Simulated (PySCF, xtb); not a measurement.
C2H8AlNOSe, SMILES C[N]([Al]([SeH])[OH])C. One conformer was computed; it need not be the lowest.

Harmonic wavenumbers (cm⁻¹) from GFN2-xTB (xtb 6.7.1) at its own minimum, in rising order: 60, 94, 140, 156, 166, 205, 227, 248, 280, 309, 359, 408, 437, 491, 623, 905, 992, 1045, 1092, 1122, 1180, 1260, 1408, 1417, 1466, 1477, 1498, 1505, 2053, 2884, 2888, 2912, 2919, 2947, 3002, 3770.

**Question.** What does ωB97X-D3(BJ)/def2-SVP run with PySCF give at its own minimum? (The exact figures need the calculation; the answer reports its results.)

**Answer.** 41, 93, 143, 167, 185, 227, 229, 236, 240, 312, 330, 415, 494, 588, 681, 901, 1041, 1099, 1119, 1177, 1265, 1334, 1445, 1461, 1469, 1474, 1495, 1514, 2503, 3000, 3005, 3060, 3068, 3131, 3135, 4012. Paired by order, the mean absolute difference is 66 cm⁻¹ and the zero-point energies are 62.8 and 65.9 kcal/mol.
